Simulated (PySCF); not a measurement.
**How the method moves the HOMO and LUMO of `B1OBOBO1`**

Species: B₃H₃O₃.
Cartesian coordinates in Å at the PBE0-D3(BJ)/def2-SVP level; atoms count from 1:
```xyz
9
B3H3O3 angstrom
B     -0.6400    1.1764    0.2342
O     -1.3372   -0.0027    0.1730
B     -0.6865   -1.1860   -0.0629
O      0.6712   -1.1823   -0.2509
B      1.3796   -0.0098   -0.1981
O      0.7176    1.1652    0.0465
H     -1.2128    2.2100    0.4520
H     -1.3019   -2.2170   -0.1038
H      2.5698   -0.0113   -0.3660
```

Basis pcSseg-2 throughout (PySCF), one geometry. Geometry: PBE0-D3(BJ)/def2-SVP; no solvent, vibrations or thermal averaging.

Q: How do the orbital energies and the gap change with the method?

A: 
| method | kind | HOMO (eV) | LUMO (eV) | gap (eV) | SCF cycles |
| --- | --- | --- | --- | --- | --- |
| BLYP | GGA | -7.95 | -1.57 | 6.37 | 13 |
| OPBE | GGA | -7.99 | -1.49 | 6.50 | 13 |
| PBE | GGA | -8.03 | -1.71 | 6.32 | 14 |
| B97-D | GGA | -8.06 | -1.47 | 6.58 | 14 |
| BP86 | GGA | -8.14 | -1.77 | 6.38 | 14 |
| KT2 | GGA | -8.16 | -1.64 | 6.52 | 14 |
| LDA | LDA | -8.17 | -2.05 | 6.13 | 13 |
| KT3 | GGA | -8.19 | -1.55 | 6.64 | 14 |
| B97-2 | global hybrid | -9.36 | -0.60 | 8.76 | 12 |
| B3LYP | global hybrid | -9.41 | -0.89 | 8.52 | 12 |
| PBE0 | global hybrid | -9.64 | -0.63 | 9.01 | 12 |
| mPW1PW91 | global hybrid | -9.68 | -0.63 | 9.05 | 12 |
| CAM-B3LYP | range-separated hybrid | -11.13 | 0.45 | 11.58 | 11 |
| BHandHLYP | global hybrid | -11.21 | 0.46 | 11.66 | 11 |
| wB97X-D | range-separated hybrid | -11.57 | 1.28 | 12.86 | 12 |
| LC-wPBE | range-separated hybrid | -12.46 | 1.66 | 14.12 | 12 |
| HF | Hartree–Fock | -13.64 | 2.83 | 16.47 | 9 |

The HOMO spans 5.69 eV, from BLYP down to HF, and the gap runs from 6.13 eV (LDA) to 16.47 eV (HF). Over the methods BLYP (0 %), OPBE (0 %), PBE (0 %), B97-D (0 %), BP86 (0 %), KT2 (0 %), LDA (0 %), KT3 (0 %), B97-2 (21 %), B3LYP (20 %), PBE0 (25 %), mPW1PW91 (25 %), BHandHLYP (50 %), HF (100 %), a straight line through the gap against the share of exact exchange rises by 1.01 eV for each 10 % (correlation coefficient 0.999). The dipole is below 0.03 D at every level.

The vertical ΔSCF ionisation energy at B3LYP/def2-SVPD is 11.87 eV; −ε(HOMO) comes closest to it with wB97X-D (11.57 eV).
